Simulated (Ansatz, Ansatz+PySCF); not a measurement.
```xyz
20

C     1.0222   -0.0799    0.0000
C    -0.0799    1.0222    0.0000
C    -1.0222    0.0799    0.0000
C     0.0799   -1.0222    0.0000
C     2.5322   -0.0799    0.0000
H     2.8922    0.9501    0.0000
H     2.8922   -0.5899    0.8900
H     2.8922   -0.5899   -0.8900
C    -0.0799    2.5322    0.0000
H    -1.1099    2.8922    0.0000
H     0.4301    2.8922    0.8900
H     0.4301    2.8922   -0.8900
C    -2.5322    0.0799    0.0000
H    -2.8922   -0.9501    0.0000
H    -2.8922    0.5899    0.8900
H    -2.8922    0.5899   -0.8900
C     0.0799   -2.5322    0.0000
H     1.1099   -2.8922    0.0000
H    -0.4301   -2.8922    0.8900
H    -0.4301   -2.8922   -0.8900
```

Basis set: def2-SVP (spherical functions). Charge 0, multiplicity 1.

Computed with Ansatz (development build ahead of 0.2.0); each method stands on the lowest determinant of its kind that the runs found. Restricted functionals stand beside restricted open-shell atoms, which can lie above the unrestricted atoms usual in DFT and then raise those values.

(1) Give the atomization energy at this shape (free ground-state atoms in the same class of orbitals less the molecule, no zero-point energy) of singlet C₈H₁₂ by ωB97X (restricted), PBE0 (unrestricted), PBE0 (restricted), UHF, RHF.

## Answers

(1)

| method | atomization energy |
| --- | --- |
| ωB97X (restricted) | 88.52 eV |
| PBE0 (unrestricted) | 88.87 eV |
| PBE0 (restricted) | 89.22 eV |
| UHF | 66.77 eV |
| RHF | 66.99 eV |

Caution for PBE0 (unrestricted): the unrestricted determinant is spin contaminated. Caution for UHF: the unrestricted determinant is a mixture of spin states. Caution for RHF: an unrestricted determinant lies well below.

The shape needn't be a minimum at these levels.
